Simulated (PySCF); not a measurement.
## Unknown compound

Molecular formula: C9H18Si. Simulated spectra:

¹H NMR (600 MHz, computed): δ 1.92 (m, 1H), 1.92 (m, 1H), 1.90 (m, 1H), 1.87 (m, 1H), 1.20 (m, 1H), 1.07 (m, 1H), 1.06 (d, 3H), 1.03 (m, 1H), 0.84 (m, 1H), 0.76 (m, 1H), 0.73 (m, 1H), 0.68 (m, 1H), 0.63 (m, 1H), 0.57 (m, 1H), 0.50 (m, 1H), 0.47 (m, 1H).

¹³C{¹H} NMR (computed): δ 40.5 (CH2), 30.9 (CH2), 30.3 (CH2), 29.0 (CH2), 23.0 (CH), 17.5 (CH3), 15.3 (CH2), 14.7 (CH2), 10.8 (CH2).

PySCF 2.14.0 with density-fitted response routines calculation with GIAO PBE0/pcSseg-1 shieldings and PBE0-D3(BJ)/def2-SVP geometry; a single conformation, no solvent model, one averaged value for each set of equivalent atoms, non-relativistic.

δ = σ(ref) − σ, references computed at the same level: TMS for ¹H (σ = 31.27 ppm), ¹³C (σ = 184.41 ppm).

Propose a structure and justify it.

Answers


The formula gives 2 degrees of unsaturation (2 rings in the answer). 9 carbon signals for 9 carbons: no two carbons are equivalent. Carbon types of the structure: 1 × CH, 7 × CH2, 1 × CH3, which accounts for all hydrogens. δC 40.5, 30.9, 30.3, 29.0: sp3 CH2 in a ring; aliphatic region, no heteroatom directly attached. δC 23.0: sp3 CH bonded to Si. δC 17.5: methyl carbon; saturated and bonded to C and H only. δC 15.3, 14.7, 10.8: sp3 CH2 bonded to Si. δH 1.92, 1.92, 1.90, 1.87, 1.20, 1.07, 1.03, 0.84: hydrogen on an sp3 CH2 in a ring. δH 0.76, 0.73, 0.63, 0.57, 0.50, 0.47: hydrogen on an sp3 CH2 bonded to Si; an electropositive neighbour shields it, as in TMS itself. δH 0.68: hydrogen on an sp3 CH bonded to Si; an electropositive neighbour shields it, as in TMS itself.

Structure: `C[C@H]1CCC[Si]12CCCC2`.

This is the structure that produced the data.

Shifts are as computed. Against solution values, carbons near 30 ppm lie about +2 ppm off and those near 130 ppm about +5 ppm. Of 1211 compounds with measured shifts, 218 miss one by over three times the rms of a fit or turn the order of signals round; such compounds aren't used in these exercises. No couplings were computed; multiplicities are counted from neighbouring protons, with m where these are inequivalent, close in shift, in a saturated or five-membered ring or joined by F or P, and br s for small geminal =CH2 splittings.
